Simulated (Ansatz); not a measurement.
CH9NSi3 can be A, `[SiH3]/N=C\[SiH2][SiH3]`, or B, `C[Si]N([SiH3])[SiH3]`.

Computed with Ansatz on PBE0-D4/def2-TZVP structures; ΔE is electronic, products minus reactants. CBS: MP2 limit from def2 TZ/QZ plus the TZ coupled-cluster correction, frozen cores. DFT in def2-TZVPP. B3LYP here is the variant with VWN-RPA as its local correlation; programs differ in this. One conformer a species, not always the lowest.

Task: Which is lower in electronic energy at CCSD(T)/CBS, and by how much? (Best estimate.)

Result: The calculation gave: B, by 41.4 kcal/mol.

Task: Give E(B) − E(A) in kcal/mol with ωB97M-V, HF/def2-TZVPP, B2PLYP, CCSD/def2-TZVPP, B3LYP-D4, r2SCAN-D4, B3LYP. (Estimate.)

Result: Computed: ωB97M-V -43.5, HF/def2-TZVPP -37.4, B2PLYP -39.0, CCSD/def2-TZVPP -41.4, B3LYP-D4 -38.2, r2SCAN-D4 -36.7, B3LYP -36.1. None reverses the order clearly.

Largest T1 diagnostic: 0.014.

The D4 term adds −2.1 kcal/mol with B3LYP and −1.0 kcal/mol with PBE0; it sums over pairs of atoms, weighted by their polarisabilities, and B3LYP, whose exchange is more repulsive, gets the larger term. From PBE to PBE0 (25 % exact exchange), in def2-TZVPP and without D4, E(B) − E(A) moves by −3.2 kcal/mol.
